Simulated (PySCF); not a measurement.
PySCF job for 1-(chloromethyl)-1-fluorocyclopropane (C4H6ClF), SMILES C(C1(CC1)F)Cl, TDDFT-B3LYP/def2-SVPD. Coordinates come from a PBE-D3(BJ)/def2-SVP optimisation. The values are those of a single conformer.

```python
import numpy as np
from pyscf import gto, scf, dft, tdscf

mol = gto.M(
    atom='''
    F    -0.61343300    0.76377502    1.39285146
    C    -0.65465710   -0.09605262    0.31881075
    C     0.65528230   -0.79189964    0.09878702
    Cl    1.93033649    0.32338153   -0.53530354
    C    -1.95542167   -0.82536817    0.09765031
    C    -1.53435349    0.30875108   -0.82428635
    H     1.03100272   -1.20797755    1.05363466
    H     0.54117351   -1.61250440   -0.63384860
    H    -1.93219171   -1.86150369   -0.27507414
    H    -2.74801963   -0.61260059    0.83109798
    H    -1.19752083    0.07900160   -1.84713569
    H    -2.05436768    1.27153943   -0.70994734
    ''',
    basis='def2-SVPD',
    charge=0,
    spin=0,
    max_memory=1600,
    verbose=4,
)
mf = dft.RKS(mol, xc='b3lyp').density_fit(auxbasis='def2-universal-jkfit')
mf.grids.level = 3
mf.conv_tol = 1e-9
mf.max_cycle = 100
mf.kernel()
mf.grids = dft.Grids(mol).set(level=1).build(with_non0tab=True)  # coarser grid for the response kernel
td = tdscf.TDDFT(mf)
td.singlet = True
td.nstates = 10
td.conv_tol = 1e-4
td.positive_eig_threshold = 1e-6
td.kernel(x0=td.get_init_guess(mf, 15))
td.analyze()
tt = tdscf.TDA(mf)
tt.singlet = False
tt.nstates = 4
tt.conv_tol = 1e-4
tt.positive_eig_threshold = 1e-6
tt.kernel(x0=tt.get_init_guess(mf, 9))
tt.analyze(verbose=3)
```

It prints:

```
PySCF version 2.14.0

[INPUT] verbose = 4
[INPUT] num. atoms = 12
[INPUT] num. electrons = 56
[INPUT] charge = 0
[INPUT] spin (= nelec alpha-beta = 2S) = 0
[INPUT] symmetry False subgroup None
[INPUT] Mole.unit = angstrom
[INPUT] Symbol           X                Y                Z      unit          X                Y                Z       unit  Magmom
[INPUT]  1 F     -0.613433000000   0.763775020000   1.392851460000 AA   -1.159220365770   1.443325608584   2.632107791601 Bohr   0.0
[INPUT]  2 C     -0.654657100000  -0.096052620000   0.318810750000 AA   -1.237122624502  -0.181513145347   0.602465003067 Bohr   0.0
[INPUT]  3 C      0.655282300000  -0.791899640000   0.098787020000 AA    1.238304081275  -1.496473437742   0.186680412462 Bohr   0.0
[INPUT]  4 Cl     1.930336490000   0.323381530000  -0.535303540000 AA    3.647807294354   0.611102525443  -1.011577084110 Bohr   0.0
[INPUT]  5 C     -1.955421670000  -0.825368170000   0.097650310000 AA   -3.695211414340  -1.559719793233   0.184532341879 Bohr   0.0
[INPUT]  6 C     -1.534353490000   0.308751080000  -0.824286350000 AA   -2.899507874371   0.583454981864  -1.557675449717 Bohr   0.0
[INPUT]  7 H      1.031002720000  -1.207977550000   1.053634660000 AA    1.948312774482  -2.282746734123   1.991080942749 Bohr   0.0
[INPUT]  8 H      0.541173510000  -1.612504400000  -0.633848600000 AA    1.022669719770  -3.047191690656  -1.197800258439 Bohr   0.0
[INPUT]  9 H     -1.932191710000  -1.861503690000  -0.275074140000 AA   -3.651313152055  -3.517732153967  -0.519814788550 Bohr   0.0
[INPUT] 10 H     -2.748019630000  -0.612600590000   0.831097980000 AA   -5.193004485629  -1.157647338847   1.570547564879 Bohr   0.0
[INPUT] 11 H     -1.197520830000   0.079001600000  -1.847135690000 AA   -2.262986397162   0.149291387402  -3.490580569010 Bohr   0.0
[INPUT] 12 H     -2.054367680000   1.271539430000  -0.709947340000 AA   -3.882192274358   2.402861279286  -1.341606035463 Bohr   0.0

nuclear repulsion = 293.110536810936
number of shells = 76
number of NR pGTOs = 258
number of NR cGTOs = 178
basis = def2-SVPD
ecp = {}


[settings echo left out]
init E= -716.294294669372
  HOMO = -0.318577572151296  LUMO = -0.0482358247424739  gap/eV = 7.35637
cycle= 1 E= -715.698752631852  delta_E= 0.596  |g|= 0.494  |ddm|= 4.85
  HOMO = -0.266051860371133  LUMO = -0.000434858766239721  gap/eV = 7.22781
cycle= 2 E= -715.650949486112  delta_E= 0.0478  |g|= 0.738  |ddm|=  1.5
  HOMO = -0.292396980158252  LUMO = 0.00349778211106999  gap/eV = 8.05171
cycle= 3 E= -715.748541652757  delta_E= -0.0976  |g|= 0.0762  |ddm|= 0.801
  HOMO = -0.302403494122284  LUMO = -0.00286886188393209  gap/eV = 8.15075
cycle= 4 E= -715.749652938694  delta_E= -0.00111  |g|= 0.0287  |ddm|= 0.14
  HOMO = -0.300328952679128  LUMO = -0.00156366702638611  gap/eV = 8.12982
cycle= 5 E= -715.74984082734  delta_E= -0.000188  |g|= 0.0068  |ddm|= 0.0469
  HOMO = -0.300144175171495  LUMO = -0.00106534767154143  gap/eV = 8.13835
cycle= 6 E= -715.749852069491  delta_E= -1.12e-05  |g|= 0.00179  |ddm|= 0.0142
  HOMO = -0.30031736927806  LUMO = -0.00123429620012505  gap/eV = 8.13846
cycle= 7 E= -715.749852785599  delta_E= -7.16e-07  |g|= 0.000467  |ddm|= 0.00422
  HOMO = -0.300282293376828  LUMO = -0.00121672893413516  gap/eV = 8.13799
cycle= 8 E= -715.749852835466  delta_E= -4.99e-08  |g|= 0.000131  |ddm|= 0.000984
  HOMO = -0.300281305905147  LUMO = -0.00121369197752896  gap/eV = 8.13804
cycle= 9 E= -715.74985283991  delta_E= -4.44e-09  |g|= 2.98e-05  |ddm|= 0.000253
  HOMO = -0.300282384990697  LUMO = -0.00121310198381908  gap/eV = 8.13809
cycle= 10 E= -715.749852840122  delta_E= -2.12e-10  |g|= 5.41e-06  |ddm|= 6.48e-05
  HOMO = -0.300281831710101  LUMO = -0.0012136291517657  gap/eV = 8.13806
Extra cycle  E= -715.74985284012  delta_E= 1.71e-12  |g|= 6.38e-06  |ddm|= 2.06e-05
converged SCF energy = -715.74985284012
tot grids = 47168
Overwritten attributes  positive_eig_threshold  of <class 'pyscf.tdscf.rks.TDDFT'>


******** <class 'pyscf.tdscf.rks.TDDFT'> for <class 'pyscf.df.df_jk.DFRKS'> ********
nstates = 10 singlet
deg_eia_thresh = 1.000e-03
wfnsym = None
conv_tol = 0.0001
eigh lindep = 1e-12
eigh level_shift = 0
eigh max_cycle = 100


Excitation energies (eV)
[7.02240542 7.05366662 7.34736494 7.54267417 7.69800011 7.77309799
 8.06002642 8.20414805 8.32128487 8.37474373]

** Singlet excitation energies and oscillator strengths **
Excited State   1:      7.02241 eV    176.56 nm  f=0.0064
      26 -> 29        0.20595
      27 -> 29        0.57536
      27 -> 30       -0.17367
      28 -> 29       -0.27634
Excited State   2:      7.05367 eV    175.77 nm  f=0.0200
      26 -> 29       -0.34080
      26 -> 30        0.10002
      27 -> 29        0.34421
      28 -> 29        0.47234
Excited State   3:      7.34736 eV    168.75 nm  f=0.0523
      26 -> 29       -0.51252
      28 -> 29       -0.42427
      28 -> 30       -0.22115
Excited State   4:      7.54267 eV    164.38 nm  f=0.0585
      26 -> 29        0.21210
      26 -> 30       -0.10679
      28 -> 30       -0.64358
Excited State   5:      7.69800 eV    161.06 nm  f=0.0051
      27 -> 29        0.18583
      27 -> 30        0.66562
Excited State   6:      7.77310 eV    159.50 nm  f=0.0067
      26 -> 29        0.14381
      26 -> 30        0.67191
Excited State   7:      8.06003 eV    153.83 nm  f=0.0458
      25 -> 29       -0.66239
      28 -> 32        0.16697
Excited State   8:      8.20415 eV    151.12 nm  f=0.0132
      26 -> 31        0.19260
      28 -> 31        0.54010
      28 -> 32        0.23188
      28 -> 33        0.28721
Excited State   9:      8.32128 eV    149.00 nm  f=0.0073
      25 -> 30        0.64616
      26 -> 33       -0.11810
      28 -> 32       -0.13948
      28 -> 33        0.15293
Excited State  10:      8.37474 eV    148.05 nm  f=0.0242
      25 -> 29        0.15148
      26 -> 32        0.11586
      28 -> 31       -0.34678
      28 -> 32        0.53522
      28 -> 33        0.19641

** Transition electric dipole moments (AU) **
state          X           Y           Z        Dip. S.      Osc.
  1         0.1297     -0.0290     -0.1401      0.0373      0.0064
  2        -0.3328      0.0524     -0.0480      0.1158      0.0200
  3         0.4480      0.2767     -0.1156      0.2906      0.0523
  4        -0.5623      0.0054     -0.0222      0.3167      0.0585
  5         0.0609     -0.0142      0.1523      0.0271      0.0051
  6        -0.0844     -0.0806      0.1464      0.0351      0.0067
  7        -0.4813     -0.0029     -0.0192      0.2321      0.0458
  8         0.0055     -0.1794      0.1825      0.0655      0.0132
  9         0.1089     -0.1360      0.0737      0.0358      0.0073
 10         0.3319      0.0728     -0.0478      0.1178      0.0242

** Transition velocity dipole moments (imaginary part, AU) **
state          X           Y           Z        Dip. S.      Osc.
  1         0.0340     -0.0094     -0.0400      0.0028      0.0074
  2        -0.0899      0.0157     -0.0145      0.0085      0.0220
  3         0.1219      0.0789     -0.0311      0.0220      0.0544
  4        -0.1539      0.0010     -0.0084      0.0237      0.0571
  5         0.0156     -0.0041      0.0402      0.0019      0.0044
  6        -0.0208     -0.0261      0.0438      0.0030      0.0071
  7        -0.1464     -0.0006     -0.0099      0.0215      0.0485
  8         0.0032     -0.0521      0.0550      0.0057      0.0127
  9         0.0384     -0.0401      0.0262      0.0038      0.0082
 10         0.0975      0.0233     -0.0197      0.0104      0.0226

** Transition magnetic dipole moments (imaginary part, AU) **
state          X           Y           Z
  1        -0.1224     -0.0806     -0.1136
  2        -0.0283      0.1790      0.3510
  3         0.1211     -0.3416     -0.4975
  4         0.1895      0.2160      0.2663
  5        -0.4683      0.5330      0.1298
  6        -0.3947      0.0694     -0.4243
  7        -0.0164      0.1215      0.1278
  8         0.1365      0.0243      0.0541
  9         0.1210      0.0763      0.3273
 10         0.0447      0.0424     -0.1629
Overwritten attributes  positive_eig_threshold  of <class 'pyscf.tdscf.rks.TDA'>


******** <class 'pyscf.tdscf.rks.TDA'> for <class 'pyscf.df.df_jk.DFRKS'> ********
nstates = 4 triplet
deg_eia_thresh = 1.000e-03
wfnsym = None
conv_tol = 0.0001
eigh lindep = 1e-12
eigh level_shift = 0
eigh max_cycle = 100


Excitation energies (eV)
[6.35674273 6.40229083 7.02427951 7.33202566]

** Triplet excitation energies and oscillator strengths **
Excited State   1:      6.35674 eV    195.04 nm  f=0.0000
Excited State   2:      6.40229 eV    193.66 nm  f=0.0000
Excited State   3:      7.02428 eV    176.51 nm  f=0.0000
Excited State   4:      7.33203 eV    169.10 nm  f=0.0000
```

Self-consistency was reached.

Cost: about 8 core-minutes (a rough figure).
